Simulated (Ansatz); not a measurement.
Geometry optimisation, RKS CAM-B3LYP/6-31G* (Ansatz 0.2.0).

Input file:

```yaml
crystal:
  periodic: [false, false, false]
  atoms:
    - { symbol: Li, position_ang: [-2.1467, 0.72455, -0.31356] }
    - { symbol: C, position_ang: [-0.22664, 0.59427, -0.15724] }
    - { symbol: C, position_ang: [0.10362, 0.10975, 1.26096] }
    - { symbol: C, position_ang: [0.21899, -0.49428, -1.14294] }
    - { symbol: H, position_ang: [0.44653, 1.44796, -0.33873] }
    - { symbol: H, position_ang: [-0.10204, 0.88674, 1.99885] }
    - { symbol: H, position_ang: [1.16417, -0.16146, 1.35021] }
    - { symbol: H, position_ang: [-0.47836, -0.7775, 1.52648] }
    - { symbol: H, position_ang: [-0.36767, -1.40561, -1.01396] }
    - { symbol: H, position_ang: [1.27576, -0.74568, -1.01266] }
    - { symbol: H, position_ang: [0.09349, -0.16346, -2.18281] }
basis:
  gaussian: { orbitals: "6-31G*" }
hamiltonian:
  xc: cam_b3lyp
relax:
  f_tol: 0.015
  max_steps: 40
```

Run as:

```bash
$ ansatz run input.yaml --threads 1 --pin off --max-ram 2048MiB --backend cpu --events-out ev --progress --plain --runs-dir out
```

Task: Where does it end, and by what steps?

Result: The run converged. After 4 steps the energy has fallen by 0.093 eV; Li1 moved furthest, 0.28 Å.

```csv
step,energy less start (eV),largest force component (eV/Å),accepted
0,0.0000,0.580,yes
1,-0.0691,0.268,yes
2,-0.0887,0.204,yes
3,-0.0923,0.091,yes
4,-0.0929,0.011,yes
```

```xyz
11
Properties=species:S:1:pos:R:3
Li -2.207 0.992 -0.359
C -0.262 0.525 -0.147
C 0.119 0.090 1.274
C 0.238 -0.520 -1.152
H 0.296 1.455 -0.353
H -0.111 0.860 2.022
H 1.196 -0.140 1.376
H -0.414 -0.821 1.583
H -0.285 -1.481 -1.042
H 1.314 -0.745 -1.034
H 0.095 -0.199 -2.193
```

Run time: 58 s on 1 thread of Intel(R) Xeon(R) Processor @ 2.50GHz (Skylake/Cascade Lake), with other jobs on the host, peak memory 0.17 GiB.
